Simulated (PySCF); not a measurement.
A species of formula C3H4AlFO2 has this rotational fingerprint, computed with PBE0-D3(BJ)/def2-SVP geometry optimisation, gas phase (PySCF 2.14.0):

```
Rotational constants : A = 3823, B = 1981, C = 1533 MHz
Dipole components    : |μa| = 5.15 D, |μb| = 0.00 D, |μc| = 0.20 D
Inertial defect      : -57.69 u·Å²
κ                    : -0.61
```

Question: Which structure is it? (One computed conformer of each.)
A. `FC1=CC=[O+][AlH2-][O]1`
B. `[F][Al@@H-]1[O]C=CC=[O+]1`

Answer: B. It is [F][Al@@H-]1[O]C=CC=[O+]1, an asymmetric top, point group Cs. The candidates at the same level (rigid rotor, commonest isotopes):

```csv
SMILES,A (MHz),B (MHz),C (MHz),μa (D),μb (D),μc (D),Δ (u·Å²),point group,rotor
[F][Al@@H-]1[O]C=CC=[O+]1,3823,1981,1533,5.15,0.00,0.20,-57.69,Cs,asymmetric top
FC1=CC=[O+][AlH2-][O]1,3839,1968,1328,1.78,3.01,0.00,-7.92,Cs,asymmetric top
```

`FC1=CC=[O+][AlH2-][O]1` has C 13 % too low. In the right answer the mirror of this Cs structure is the ac plane, so μb vanishes by symmetry. No structure here is proved a minimum.
